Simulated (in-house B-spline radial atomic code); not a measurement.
**KLI/ALDAx excitations of Bi VI (Bi5+)**

Method: KLI/ALDAx. Computed with a B-spline radial code for spherical atoms: linear response of the closed shell [Xe] 4f14 5d10 with the adiabatic LDA exchange kernel on the exchange-only KLI potential; scalar-relativistic (spin-free one-electron X2C), finite nucleus, no spin-orbit coupling, no double excitations, S, P, D and F terms only; shells from n = 3 respond. Only terms of natural parity with L up to 3 were computed.

Spin-orbit coupling is strong here, so these LS terms don't match observed levels.

Command:
```bash
python run_td.py task.json out
```
Settings (radii: box in bohr, nucleus in fm):
```
Z                        83
electrons                78
configuration            [Xe] 4f14 5d10
hamiltonian              x2c
method                   kli
box_radius               16.35
rms_radius               5.5211
intervals                102
```

Time taken, with all properties: 10 s on 1 thread of Intel(R) Xeon(R) Platinum 8259CL CPU @ 2.50GHz (Skylake/Cascade Lake) (shared host).

The lowest states, in the order of their Tamm-Dancoff energies; the method's threshold (minus the highest occupied level) is 89.27 eV. Labels give the largest channel, * marks a mixed state, and oscillator strengths are full-response dipole values. Semilocal kernels can invert the small singlet-triplet splittings of Rydberg terms. Energies in eV:

```json
{"state": "5d → 6s 3D", "full response": "18.515", "Tamm-Dancoff": "18.540", "oscillator strength": "-"}
{"state": "5d → 6s 1D", "full response": "19.742", "Tamm-Dancoff": "19.788", "oscillator strength": "-"}
{"state": "5d → 6p 3P", "full response": "32.97", "Tamm-Dancoff": "33.01", "oscillator strength": "-"}
{"state": "5d → 6p 3F", "full response": "?", "Tamm-Dancoff": "?", "oscillator strength": "-"}
{"state": "5d → 6p 1F", "full response": "?", "Tamm-Dancoff": "?", "oscillator strength": "-"}
{"state": "5d → 6p 1P", "full response": "35.04", "Tamm-Dancoff": "35.14", "oscillator strength": "1.13"}
{"state": "5d → 6d 3S", "full response": "49.85", "Tamm-Dancoff": "49.88", "oscillator strength": "-"}
{"state": "5d → 6d 3D", "full response": "50.79", "Tamm-Dancoff": "50.80", "oscillator strength": "-"}
{"state": "5d → 5f 3P", "full response": "50.91", "Tamm-Dancoff": "50.96", "oscillator strength": "-"}
{"state": "5d → 6d 1D", "full response": "51.27", "Tamm-Dancoff": "51.28", "oscillator strength": "-"}
```

(1) Where does 5d → 6p 3F lie?

(2) Where does 5d → 6p 1F lie?

(3) How large is the singlet-triplet splitting of 5d → 6s (D terms) in Tamm-Dancoff?

(4) What polarisabilities and dispersion coefficient does the method give?

Answers

(1) At 33.34 eV in full response, 33.35 eV in Tamm-Dancoff.

(2) At 33.97 eV in full response, 33.98 eV in Tamm-Dancoff.

(3) 1.25 eV, from the unrounded values.

(4) Dipole 2.819 bohr³, quadrupole 6.711 bohr⁵, C6 13.53 hartree·bohr⁶ for two such species.
